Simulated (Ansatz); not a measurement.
One change: `C[SiH]([SiH3])[AsH2]` becomes `[SiH3][SiH](S)[AsH2]`.

Ansatz, PBE0-D4/def2-TZVP geometries, multiplicity 1. Each molecule was computed in one conformer, which needn't be the lowest.

Scalar relativity is left out up to krypton.

```json
{"property": "HOMO energy (PBE0/def2-TZVPP) / eV", "`C[SiH]([SiH3])[AsH2]`": "-7.09"}
{"property": "HOMO energy (ωB97M-V/def2-TZVPP) / eV", "`C[SiH]([SiH3])[AsH2]`": "-9.07"}
{"property": "LUMO energy (B3LYP/def2-TZVPP) / eV", "`C[SiH]([SiH3])[AsH2]`": "-0.35"}
{"property": "HOMO–LUMO gap (B3LYP/def2-TZVPP) / eV", "`C[SiH]([SiH3])[AsH2]`": "6.54"}
{"property": "LUMO energy (ωB97M-V/def2-TZVPP) / eV", "`C[SiH]([SiH3])[AsH2]`": "1.49"}
{"property": "size of the dipole moment (PBE/def2-TZVPP) / D", "`C[SiH]([SiH3])[AsH2]`": "0.90"}
```

Question: What does the change do to each property? (An estimate is asked.)

Answer: The calculation gave: 
| property | `[SiH3][SiH](S)[AsH2]` | shift |
| --- | --- | --- |
| HOMO energy (PBE0/def2-TZVPP) / eV | -7.21 | -0.12 |
| HOMO energy (ωB97M-V/def2-TZVPP) / eV | -9.21 | -0.14 |
| LUMO energy (B3LYP/def2-TZVPP) / eV | -0.75 | -0.40 |
| HOMO–LUMO gap (B3LYP/def2-TZVPP) / eV | 6.23 | -0.31 |
| LUMO energy (ωB97M-V/def2-TZVPP) / eV | 1.16 | -0.33 |
| size of the dipole moment (PBE/def2-TZVPP) / D | 0.77 | -0.13 |

With PBE0 the HOMO falls by 0.12 eV and the LUMO falls by 0.39 eV, so the gap narrows by about 0.27 eV. PBE moves the HOMO by -0.03 eV and ωB97M-V by -0.14 eV. Dipoles are sizes alone; their direction can turn.

B3LYP here is the variant with VWN-RPA as its local correlation; programs differ in this.
